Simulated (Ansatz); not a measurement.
One change: `[F][Ga]([SH])[SH]` becomes `[OH][Ga]([F])[SH]`.

Ansatz, PBE0-D4/def2-TZVP geometries, multiplicity 1. Each molecule was computed in one conformer, which needn't be the lowest.

Scalar relativity is left out up to krypton.

```json
{"property": "HOMO–LUMO gap (PBE0/def2-TZVPP) / eV", "`[F][Ga]([SH])[SH]`": "6.78"}
{"property": "HOMO–LUMO gap (B3LYP/def2-TZVPP) / eV", "`[F][Ga]([SH])[SH]`": "6.19"}
{"property": "HOMO energy (ωB97M-V/def2-TZVPP) / eV", "`[F][Ga]([SH])[SH]`": "-10.13"}
{"property": "HOMO energy (PBE0/def2-TZVPP) / eV", "`[F][Ga]([SH])[SH]`": "-7.97"}
{"property": "size of the dipole moment (ωB97M-V/def2-TZVPP) / D", "`[F][Ga]([SH])[SH]`": "1.73"}
{"property": "HOMO–LUMO gap (ωB97M-V/def2-TZVPP) / eV", "`[F][Ga]([SH])[SH]`": "10.81"}
```

Task: What does the change do to each property? (Best estimate.)

Result: Ansatz gave: 
```json
{"property": "HOMO–LUMO gap (PBE0/def2-TZVPP) / eV", "`[OH][Ga]([F])[SH]`": "7.01", "shift": "0.23"}
{"property": "HOMO–LUMO gap (B3LYP/def2-TZVPP) / eV", "`[OH][Ga]([F])[SH]`": "6.40", "shift": "0.21"}
{"property": "HOMO energy (ωB97M-V/def2-TZVPP) / eV", "`[OH][Ga]([F])[SH]`": "-10.42", "shift": "-0.29"}
{"property": "HOMO energy (PBE0/def2-TZVPP) / eV", "`[OH][Ga]([F])[SH]`": "-8.21", "shift": "-0.24"}
{"property": "size of the dipole moment (ωB97M-V/def2-TZVPP) / D", "`[OH][Ga]([F])[SH]`": "1.28", "shift": "-0.45"}
{"property": "HOMO–LUMO gap (ωB97M-V/def2-TZVPP) / eV", "`[OH][Ga]([F])[SH]`": "11.06", "shift": "0.25"}
```

Dipoles are sizes alone; their direction can turn.

B3LYP here is the variant with VWN-RPA as its local correlation; programs differ in this.
